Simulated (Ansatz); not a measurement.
Gas-phase electronic energies from Ansatz, PBE0-D4/def2-TZVP geometries. CCSD(T)/CBS adds triple-zeta CCSD(T) − MP2 to the extrapolated MP2 energy (def2 sets, frozen cores). Functionals use def2-TZVPP. B3LYP here is the variant with VWN-RPA as its local correlation; programs differ in this. For As outer-core shells are correlated without core-valence functions, which leaves a few kJ/mol of doubt a bond. Scalar relativity is left out up to krypton. One conformer a species, not always the lowest.

Reaction (cleavage of the Si–B bond): `C[SiH2]B1N[SiH2]1` + `O[AsH2]` → `C[SiH2][AsH]O` + `B1N[SiH2]1`

```
             level  ΔE (kcal/mol)
          B3LYP-D4           -7.6
            B2PLYP           -7.3
SCS-MP2/def2-QZVPP           -7.5
      HF/CBS(def2)           -6.9
```

(1) What does CCSD(T)/CBS give? (Estimate.)

Largest T1 diagnostic among the species: 0.014.

## Answers

(1) Computed: -7.4 kcal/mol. The listed levels differ from it by -0.2, 0.1, -0.1, 0.5 kcal/mol.
